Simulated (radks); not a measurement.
The numbers below are computed, except where a source is named.
Problem. All-electron atom: W+ in [Xe] 4f14 5d4 6s1 (the NIST ground configuration). Level of theory: Dirac Kohn-Sham, PBE, spin-unpolarised, spherical densities, finite nucleus; open shells fill j = l - 1/2 first; Fermi nuclear charge, rms radius 5.3658 fm (a radial shooting solver on a logarithmic mesh with Libxc functionals). Some entries of the table are withheld. Estimate them.

orbital,occ.,eigenvalue (hartree),<1/r> (bohr^-1),r(max) (bohr)
1s1/2,2,-2549.621,87.04,0.01146
2s1/2,2,-439.9889,21.18,0.06588
2p1/2,2,-420.8503,21.15,0.04896
2p3/2,4,-371.1404,17.77,0.05580
3s1/2,2,-101.5217,7.776,0.1855
3p1/2,2,-92.97705,7.692,0.1737
3p3/2,4,-82.22811,6.817,0.1877
3d3/2,4,-67.80871,6.711,0.1471
3d5/2,6,-65.47107,6.504,0.1510
4s1/2,2,-21.14323,(1),0.4211
4p1/2,2,-17.59568,3.157,0.4208
4p3/2,4,-15.10478,2.853,0.4504
4d3/2,4,(2),2.638,0.4471
4d5/2,6,(3),2.565,0.4565
5s1/2,2,-3.15402,1.262,0.9640
5p1/2,2,-2.10567,1.131,1.035
5p3/2,4,-1.74648,1.023,1.119
4f5/2,6,-1.51680,2.100,0.4262
4f7/2,8,-1.43460,2.069,0.4312
6s1/2,1,-0.44265,0.4254,2.578
5d3/2,4,-0.43758,0.6767,(4)
5d5/2,0,-0.40950,0.6507,(5)

Solution. 
(1) 4s1/2 <1/r> (bohr^-1): 3.267
(2) 4d3/2 eigenvalue (hartree): -9.27111
(3) 4d5/2 eigenvalue (hartree): -8.81211
(4) 5d3/2 r(max) (bohr): 1.466
(5) 5d5/2 r(max) (bohr): 1.514
